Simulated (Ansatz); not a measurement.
Total energies of Sn4O4 (the lowest singlet isomer of a short search) from Ansatz at PBE0-D4/def2-SVP, gas phase (1 Eh = 27.2114 eV = 2625.5 kJ/mol). The reference geometry is relaxed at PBE-D4/def2-SVP.

```tsv
atom	x (Å)	y (Å)	z (Å)
Sn1	-1.875	0.161	-0.732
Sn2	0.823	-1.732	-0.633
Sn3	1.114	1.553	-0.653
Sn4	-0.062	0.018	2.018
O5	0.053	-0.016	-1.735
O6	1.611	-0.139	0.629
O7	-0.957	-1.334	0.561
O8	-0.707	1.488	0.544
```

| state | geometry | energy (Eh) |
| --- | --- | --- |
| charge 0 singlet | reference | -1157.87027 |
| charge 1 doublet | reference | -1157.56629 |
| charge -1 doublet | reference | -1157.87819 |
| charge -1 doublet | relaxed at PBE-D4/def2-SVPD | -1157.88527 |
| free Sn atom (triplet) | – | -214.25429 |
| free O atom (triplet) | – | -74.92490 |

In the def2 sets Sn takes a core potential; there is no spin–orbit coupling.

(1) Work out the vertical ionisation energy to the doublet.

(2) Work out the vertical electron affinity, to the doublet.

(3) Give the fundamental gap IE − EA, the Mulliken electronegativity (IE + EA)/2 and the hardness (IE − EA)/2.

(4) How much does the charge -1 doublet relax, and what is the adiabatic electron affinity?

(5) What is the binding energy per atom against free atoms?

(1) E(charge 1 doublet) − E(charge 0 singlet) = -1157.56629 − (-1157.87027) = 0.30398 Eh = 8.27 eV. For comparison, −ε of the highest occupied level is 6.71 eV at this level, 1.56 eV less.

(2) E(charge 0 singlet) − E(charge -1 doublet) = -1157.87027 − (-1157.87819) = 0.00792 Eh = 0.22 eV. The basis lacks diffuse functions, which makes affinities too small.

(3) From the values in Eh: IE − EA = 0.30398 − 0.00792 = 0.29606 Eh = 8.06 eV; (IE + EA)/2 = 4.24 eV; (IE − EA)/2 = 4.03 eV. The HOMO–LUMO gap of the same run is 5.14 eV, 2.92 eV smaller than the fundamental gap.

(4) Relaxation: -1157.87819 − (-1157.88527) = 0.00708 Eh = 0.19 eV. Adiabatic electron affinity: 0.01500 Eh = 0.41 eV, without zero-point energy. 

(5) Atoms: 4 × (-214.25429) + 4 × (-74.92490) = -1156.71676 Eh. Binding: -1156.71676 − (-1157.87027) = 1.15351 Eh = 31.39 eV, or 3.92 eV for each of 8 atoms (no zero-point energy, no counterpoise term).

At PBE0-D4/def2-SVP the highest occupied level of the charge -1 doublet lies above zero (up to 1.18 eV). By energy differences its removal costs 0.22 eV (vertical, to the charge 0 singlet, at PBE0-D4/def2-SVP); self-interaction error and the lack of diffuse functions both raise the level. At PBE0-D4/def2-SVP the highest occupied level of the relaxed charge -1 doublet lies above zero (up to 0.64 eV). By energy differences its removal costs 0.41 eV (each at its own geometry, to the charge 0 singlet, at PBE0-D4/def2-SVP); self-interaction error and the lack of diffuse functions both raise the level.  

The structure comes from a short search, and lower isomers may exist.
